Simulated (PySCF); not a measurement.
How good is the calculation?

Cartesian coordinates in Å; atom numbers follow the order of the lines, from 1:
```xyz
16

C     2.213    1.094   -0.007
S     2.060   -0.287   -1.172
C     0.886   -1.341   -0.224
C    -0.417   -0.673   -0.024
C    -1.461   -0.449   -0.875
C    -2.426    0.277   -0.136
C    -1.897    0.444    1.106
O    -0.681   -0.123    1.183
H     2.918    1.794   -0.443
H     1.246    1.573    0.122
H     2.591    0.727    0.944
H     0.783   -2.243   -0.824
H     1.351   -1.574    0.734
H    -1.529   -0.761   -1.897
H    -3.376    0.625   -0.485
H    -2.269    0.926    1.988
```

Published estimates (parent shift plus substituent increments) and measurements: δ ¹H H16 7.34; H15 6.29; H14 6.17 ppm (estimated from measurements, as parent shift plus tabulated substituent increment; solution, not stated per compound (mostly CDCl3 or CCl4); Pretsch, Buehlmann, Badertscher, Structure Determination of Organic Compounds, 4th ed. (2009)).

[PySCF 2.14: coordinates at the GFN2-xTB level; PBE0/pcSseg-1 with gauge-including orbitals; equivalent nuclei averaged; non-relativistic; isolated molecule; one conformer]

Task: Set the calculated values beside the experiment.

Result: 
Reference values: estimated from measurements, as parent shift plus tabulated substituent increment (solution, not stated per compound (mostly CDCl3 or CCl4); Pretsch, Buehlmann, Badertscher, Structure Determination of Organic Compounds, 4th ed. (2009)).
```tsv
atoms	quantity	reference	computed	computed, scaled
H16	δ ¹H	7.34	7.33	7.01
H15	δ ¹H	6.29	6.72	6.43
H14	δ ¹H	6.17	6.63	6.35
```

Computed shifts are σ(ref) − σ with the named reference compound (TMS for H and C) calculated as an isolated molecule at the same level. The measured values may be among those fitted. Scaled to experiment by linear calibration (H and C: mostly CDCl3 data, vs TMS): ¹H (scatter 0.17 ppm rms, 0.18 ppm with the 4 outliers that the fit left out). A few per cent of atoms miss by over 2 rms, more outside the fitted compound classes.

Task: How far are the unscaled ¹H shifts from the references?

Result: Mean signed difference +0.29 ppm, mean absolute 0.30 ppm over 3 comparisons; the largest is +0.46 ppm at H14 (hydrogen on an aromatic CH).
